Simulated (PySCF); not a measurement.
H-ended boron nitride flakes: computed trends

3 gas-phase species were relaxed and their properties computed with CAM-B3LYP-D3(BJ)/def2-SVP // PBE0-D3(BJ)/def2-SVP (PySCF). The level after // gave the geometry. Delta-SCF ions had no search for a lower state. Excitations are Tamm–Dancoff values on a coarser integration grid. The basis has no diffuse functions, so Rydberg states are missing or too high.

Orbital energies are measured against the vacuum level. The ionisation energy is E(N − 1) − E(N) at the parent's geometry. Excitations are measured from the ground state at its geometry.

A: boron nitride flake of 2 rings (naphthalene shape) `B1NBN2BNBNB2N1` (18 atoms, charge 0, multiplicity 1)
B: boron nitride flake of 4 rings (pyrene shape) `B1NB2NBN3BNBN4BNB(N1)N2B34` (26 atoms, charge 0, multiplicity 1)
C: boron nitride flake of 7 rings (coronene shape) `B1NB2NBN3BNB4NBN5BNB6NBN1B1N2B3N4B5N61` (36 atoms, charge 0, multiplicity 1)

| species | HOMO (eV) | LUMO (eV) | HOMO–LUMO gap (eV) | vertical ionisation energy (Delta-SCF) (eV) | S1 excitation (TDA) (eV) | dipole moment (D) |
|---|---|---|---|---|---|---|
| A | -8.73 | 1.27 | 10.00 | 9.42 | 6.73 | 1.54 |
| B | -8.46 | 1.17 | 9.63 | 9.05 | 6.58 | 1.87 |
| C | -8.46 | 1.31 | 9.76 | 8.95 | 6.48 | 0.00 |

The HOMO runs from -8.73 eV (A) to -8.46 eV (C), a spread of 0.27 eV. The LUMO runs from 1.17 eV (B) to 1.31 eV (C), a spread of 0.14 eV. The HOMO–LUMO gap runs from 9.63 eV (B) to 10.00 eV (A), a spread of 0.37 eV. The vertical ionisation energy (Delta-SCF) runs from 8.95 eV (C) to 9.42 eV (A), a spread of 0.47 eV. The S1 excitation (TDA) runs from 6.48 eV (C) to 6.73 eV (A), a spread of 0.25 eV. The vertical ionisation energy (Delta-SCF) plus ε(HOMO) averages 0.59 eV, a measure of how far orbital energies of this functional are from removal energies.

Limits: lone species in the gas phase, one start for each with no search for lower structures at the DFT level, no frequency check at the DFT level, no zero-point, thermal or spin–orbit terms unless named.

Codes: PySCF.
